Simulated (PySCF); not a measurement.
Method: TPSSh-D3(BJ)/def2-TZVP // B3LYP-D3(BJ)/def2-TZVP run with PySCF. All species are isolated molecules in the gas phase. Excitations are Tamm–Dancoff values on a coarser integration grid. The basis has no diffuse functions, so Rydberg states are missing or too high.

Reference species (SMILES): `[CH3][AlH2]` (neutral, multiplicity 1).

The LUMO is -1.57 eV and the S1–T1 gap (TDA) is 0.32 eV. The HOMO is -7.44 eV.

Changed species: `[CH3][Al]([CH3])[CH3]` (0 of 3 CH3 replaced by H; the reference has 2 of 3 CH3 replaced by H).

Task: Give the shifts of the LUMO, S1–T1 gap (TDA) and HOMO.

Result: the LUMO rises by 0.88 eV, to -0.69 eV; the S1–T1 gap (TDA) drops by 0.03 eV, to 0.29 eV; the HOMO increases by 0.57 eV, to -6.87 eV.
